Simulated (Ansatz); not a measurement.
Dissociation curve of CBe, lowest triplet found (which spin is the ground state isn't settled by this scan).

Level of theory: full CI/aug-cc-pVDZ, frozen core (Ansatz, a program for electronic structure).

Question: Relative to R = 1.69 Å, what are the energies at R = 1.96, 2.03, 2.76, 3.82 Å?

Answer: 11.2 mEh at 1.96 Å, 16.4 mEh at 2.03 Å, 59.1 mEh at 2.76 Å, 68.9 mEh at 3.82 Å.

Also computed but left out beside FCI, since their determinant holds another spin at the minimum (<S²> over 0.7 above the pure value): UHF, UMP2, UCCSD, UCCSD(T), UCCSDT, UCCSDT(Q).
